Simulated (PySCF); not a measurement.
GeBr2, SMILES [Br][Ge][Br] (connectivity only; charge and spin as stated), neutral, multiplicity 1.

Geometry: PBE0-D3(BJ)/def2-SVP. The isomer is the one that the SMILES or the coordinates give; other isomers of the formula were not compared.

Two levels are set side by side: TDDFT-PBE/def2-SVPD (PySCF) and TDDFT-B3LYP/def2-SVPD (PySCF). Vertical, same geometry. The lowest singlet is HOMO−1→LUMO 100 % with PBE and HOMO→LUMO 99 % with the other functional; states are paired by order. Differences are taken from unrounded values.

```tsv
quantity	TDDFT-B3LYP
lowest singlet excitation (eV)	3.34
lowest triplet excitation (TDA) (eV)	2.53
first bright state (f over 0.05) (eV)	5.76
its oscillator strength	0.12
```

**Question.** What does TDDFT-PBE give, and how far is it from TDDFT-B3LYP? (An estimate is asked for; the answer gives what the named calculation found.)

**Answer.** 
| quantity | TDDFT-PBE | TDDFT-PBE minus TDDFT-B3LYP |
|---|---|---|
| lowest singlet excitation (eV) | 3.18 | -0.16 |
| lowest triplet excitation (TDA) (eV) | 2.48 | -0.05 |
| first bright state (f over 0.05) (eV) | 5.49 | -0.27 |
| its oscillator strength | 0.07 | -0.05 |

Functionals without exact exchange tend to place singlet excitations lower, as here. Differences between two approximate levels are no errors against the true value.

Rough cost on one machine, each run with all the roots and properties that it gave: TDDFT-B3LYP against TDDFT-PBE about 4 times.
